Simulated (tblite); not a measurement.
Compound: C₅H₁₀N₂SSi.
Z-matrix (Å and degrees, GFN2-xTB geometry), rows numbered from 1:
```
C 
C   1  1.5308
C   2  1.4884  1  111.09
C   3  1.3777  2  131.12  1   -89.02
C   4  1.4055  3  104.78  2   178.22
S   5  1.7292  4  130.75  3   179.42
Si  6  2.1666  5   92.43  4  -178.49
N   5  1.3237  4  111.03  3    -0.16
N   8  1.3415  5  105.56  4    -0.05
H   1  1.0871  2  110.23  3    59.62
H   1  1.0877  2  110.63  3   -60.23
H   1  1.0872  2  110.31  3   179.62
H   2  1.0930  1  109.55  3   121.14
H   2  1.0910  1  109.38  3  -120.30
H   4  1.0692  3  128.24  2    -1.96
H   7  1.4520  6  108.08  5    63.15
H   7  1.4518  6  108.37  5   -63.74
H   7  1.4618  6  100.25  5   179.62
H   9  1.0069  3  127.86  2     1.80
```

Level: GFN2-xTB in tblite, geometry and Hessian alike; calculated harmonic values, unscaled, isolated species. Against measured fundamentals such values can be off by several per cent, at times by over 20. Modes of hydrogen on silicon can be 10 to 20 % off. One conformer, not necessarily the lowest.

Harmonic wavenumbers (cm⁻¹): 27.5, 53.5, 93.6, 119.6, 183.9, 224.2, 255.2, 288.7, 365.9, 387.1, 466.5, 497.9, 525.0, 549.0, 596.8, 639.3, 648.3, 699.4, 733.2, 786.9, 794.9, 800.8, 816.1, 965.0, 976.0, 1039.1, 1051.1, 1079.7, 1095.3, 1145.6, 1219.1, 1252.7, 1316.9, 1378.3, 1399.0, 1409.8, 1470.4, 1476.0, 1496.6, 1501.4, 1555.6, 2274.9, 2345.8, 2352.5, 2967.8, 2995.8, 3036.8, 3041.4, 3048.1, 3200.6, 3463.1.

A = 3434, B = 578.8, C = 522.6 MHz; mass 158.033 u (most abundant isotopes); point group C1, symmetry number 1.

Q: Zero-point energy?

A: ½Σν̃ = 31054 cm⁻¹ = 88.79 kcal/mol.

Q: What is S at 298.15 K and 1 bar for an ideal gas of classical rigid rotors and harmonic oscillators?

A: Translation 41.11, rotation 30.12, vibration 32.81: S = 104.0 cal/(mol K).

Q: And Cp and H(298.15 K) − H(0)?

A: Cp = 41.51 cal/(mol K), of which vibrations give 33.56 (their classical limit is 51 R = 101.3); H(298.15 K) − H(0) = 7.38 kcal/mol without the zero-point energy, 5.01 from vibrations.

Q: What must be added to the electronic energy to get the Gibbs energy at 298.15 K and 1 bar?

A: ZPE + [H(298.15 K) − H(0)] − T·S = 88.79 + 7.38 − 31.02 = 65.15 kcal/mol.

Q: How do the functions run with temperature in this model?

A: 
| T (K) | S (cal/(mol K)) | Cp (cal/(mol K)) | H − H(0) (kcal/mol) | G − H(0) (kcal/mol) | ln q(vib) |
| --- | --- | --- | --- | --- | --- |
| 50 | 61.8 | 13.9 | 0.54 | -2.55 | 0.96 |
| 100 | 73.1 | 19.3 | 1.37 | -5.94 | 2.41 |
| 373.15 | 114.2 | 49.3 | 10.79 | -31.82 | 10.18 |
| 500 | 130.2 | 60.2 | 17.77 | -47.34 | 13.74 |
| 750 | 157.7 | 75.1 | 34.84 | -83.44 | 20.45 |
| 1000 | 180.7 | 84.6 | 54.89 | -125.82 | 26.63 |

q(vib) and H(0) count from the zero-point level.

Hindered rotation and anharmonicity are outside this model. Other conformers, if any are populated, would add a mixing term that is left out. The structure is chiral; the term R ln 2 for an equal mix with its mirror image is left out.
